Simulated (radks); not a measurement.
The numbers below are computed, except where a source is named.
Problem. The antimony ion Sb4+, [Kr] 4d10 5s1. Level of theory: non-relativistic Kohn-Sham, r2SCAN, spin-polarised, spherical densities, point nucleus; meta-GGA in the generalised Kohn-Sham scheme (a radial shooting solver on a logarithmic mesh with Libxc functionals). Every spin shell is full or empty, so the densities are truly spherical. Functionals are evaluated on that one density, not self-consistently. Rank these orbital-free kinetic functionals by their error against the exact value of the orbitals, and give that value: Thomas-Fermi, TF + vW, TF + vW/9, TF + vW/5, LC94, APBEK, revAPBEK, Perdew 92, Thakkar, Pearson, LKT, PG1, Ernzerhof.

Solution. Exact: 6310.31 hartree. From best to worst, with 100 (|E| - |E exact|)/|E exact| (equal figures are ties): LC94 +0.08, APBEK +0.14, revAPBEK +0.31, Ernzerhof -0.38, Thakkar -0.56, Perdew 92 -0.65, TF + vW/9 -0.66, Pearson -0.90, TF + vW/5 +3.02, Thomas-Fermi -5.25, PG1 +15.01, LKT +19.10, TF + vW +36.09.
